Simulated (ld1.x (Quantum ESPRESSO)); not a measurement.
**What one change does to a pseudopotential (bismuth, TM)**

ld1.x (Quantum ESPRESSO) 7.5 input, shortened:

```
&input
   title='Bi', zed=83., rel=2, dft='PBE', iswitch=3,
   config='[Xe] 4f14 5d10 6s2 6p3 6d-2', rel_dist='average'
 /
 &inputp
   pseudotype=2, tm=.true., lloc=0,
   nlcc=.false.
 /
3
6P  2  1   3.00   0.00  2.05  2.05  0.0
6D  3  2  -2.00   0.10  2.10  2.10  0.0
6S  1  0   2.00   0.00  1.90  1.90  0.0
 &test
   configts(1)='6s2 6p3'
 /
```

Open shells are filled in proportion to 2j + 1 (rel_dist='average').

Change: wave 6s (bound): rc 1.90 bohr becomes 6s (bound): rc 1.82 bohr.

Cutoffs: the cutoffs (Ry, on a coarse ladder) from which the occupation-weighted sum of valence levels, in a spherical-Bessel basis at the reference potential, stays within 10 and 1 mRy of its value at 400 Ry; they do not see the model core or the augmentation charge, which bear on the density cutoff. Errors are all-electron minus pseudo energies relative to the spin-unpolarised reference configuration.

What does the change do?

The potential gets neither clearly harder nor softer (30 Ry and 50 Ry → 30 Ry and 50 Ry); both files keep a bound ghost (d); the errors of the 7 common tests hardly move.

```tsv
quantity	base	changed
cutoff, loose	30 Ry	30 Ry
cutoff, tight	50 Ry	50 Ry
bound ghosts	d3/2, d5/2	d3/2, d5/2
error for 6s2 6p2, meV [ΔE 8.06 eV]	+1.6	+1.6
error for 6s2 6p1, meV [ΔE 23.48 eV]	+10	+10
error for 6s2 6p0, meV [ΔE 47.05 eV]	+77	+78
error for 6s1 6p4, meV [ΔE 9.86 eV]	+16	+15
error for 6s2 6p2.5, meV [ΔE 3.17 eV]	+0.4	+0.4
error for 6s2 6p3.3, meV [ΔE -1.14 eV]	+0.3	+0.3
error for 6s1 6p0, meV [ΔE 92.44 eV]	+215	+215
s: phases at 2.31 bohr within 0.05 rad from the reference energy up to (Ry; the scan ends near 5)	3.4	3.3
p1/2: phases at 2.31 bohr within 0.05 rad from the reference energy up to (Ry; the scan ends near 5)	4.7	4.7
p3/2: phases at 2.31 bohr within 0.05 rad from the reference energy up to (Ry; the scan ends near 5)	3.5	3.5
d3/2: phases at 2.31 bohr within 0.05 rad from the reference energy up to (Ry; the scan ends near 5)	1.1	1.1
d5/2: phases at 2.31 bohr within 0.05 rad from the reference energy up to (Ry; the scan ends near 5)	1.2	1.2
```

 A true bound ghost makes a file unfit for plane-wave use even where its test errors are small: the radial tests pick states by their node count and pass the ghost by.
